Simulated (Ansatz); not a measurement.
The cluster GaO₃, relaxed as a doublet with UKS r2SCAN-D4/def2-TZVP in Ansatz, starting from the GFN1-xTB geometry. Force threshold 0.02 eV/Å.

The structure holds one bond between oxygen atoms, so isomers without such links may lie far lower. The relaxation made no stability test and no search for a lower SCF solution. The structure comes from a short search, and lower isomers may exist.

Start:

Cartesian coordinates in Å:
```
Ga -0.119 0.008 -0.429
O -0.549 0.037 -2.001
O 0.713 0.541 1.121
O -0.046 -0.586 1.309
```

Question: Estimate the energy that the relaxation releases and the steps that it takes.

Answer: 13.6 kJ/mol, in 4 steps; 14 s on 4 threads of Arm Neoverse V2 on a shared host. No frequencies were taken in this run, so the end may be a saddle point.

Question: Does the start keep its bonding and symmetry?

Answer: By distances, no bond broke or formed. The bond that changes most is Ga1–O3, from 1.84 to 1.93 Å (atoms count from 1). Point group C2v at the start, C2v at the end, both within 0.05 Å.

Question: Predict the relaxed structure.

Answer: 
```csv
atom,x (Å),y (Å),z (Å)
Ga1,-0.130,0.009,-0.470
O2,-0.566,0.038,-2.064
O3,0.729,0.541,1.173
O4,-0.033,-0.588,1.361
```
Bond lengths: 3 × Ga–O 1.65 to 1.93 Å; 1 × O–O 1.37 Å.
